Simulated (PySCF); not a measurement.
Simulated O 1s region for diglyme, `COCCOCCOC`, binding energy against the vacuum level.

Every computed line was given a Gaussian of 1.0 eV full width at half maximum and an area set by the number of equivalent atoms; the highest printed point is 100. Method used: delta-SCF UKS SCAN, pcX-2 on the ionised atom, pcseg-1 elsewhere, spin-free X2C (PySCF).

binding energy (eV), intensity and a bar:
```
    536.9          0 
    537.0          0 
    537.1          1 
    537.2          1 
    537.3          2 #
    537.4          4 #
    537.5          7 ##
    537.6         12 ####
    537.7         19 ######
    537.8         29 #########
    537.9         40 ############
    538.0         54 ################
    538.1         68 ####################
    538.2         81 ########################
    538.3         92 ############################
    538.4         98 ##############################
    538.5        100 ##############################
    538.6         96 #############################
    538.7         88 ##########################
    538.8         76 #######################
    538.9         62 ###################
    539.0         48 ##############
    539.1         35 ###########
    539.2         24 #######
    539.3         16 #####
    539.4         10 ###
    539.5          6 ##
    539.6          3 #
    539.7          2 
    539.8          1 
    539.9          0 
    540.0          0
```

Q: How many maxima does the curve show, and how many computed lines lie under it?

A: The curve has 1 maximum (at 538.5 eV). Under it lie 2 lines from 2 inequivalent oxygen sites. At this width some lines have no maximum of their own.

Q: Decompose the envelope and assign each component. Numbering: `[CH3:1][O:2][CH2:3][CH2:4][O:5][CH2:6][CH2:7][O:8][CH3:9]`.

A: 
```
position (eV)  relative area  line  atoms   environment
       538.39              1  O 1s     O5  ether oxygen
       538.52              2  O 1s  O2/O8  ether oxygen
```

Q: What are the centre and the root-mean-square width of the whole band?

A: The area-weighted mean of the lines is 538.48 eV. Their own spread about it is 0.06 eV (rms) and each Gaussian has σ = 1.0/2.355 = 0.42 eV; the variances add, which gives 0.43 eV.

The 2 O 1s values lie within 0.13 eV of each other; Gaussian lines of 0.5 eV full width would blend them into one maximum.

The curve has no shake-up lines and no vibrational structure. Topologically equivalent atoms share the value of their first member; where this conformer doesn't relate them by symmetry, their own values could differ. One conformer (not necessarily the lowest) at the PBE0-D3(BJ)/def2-SVP geometry, without solvent, vibrations or thermal averaging.

The run took 1.7 min on an Arm Neoverse V1 with one thread, shared host.
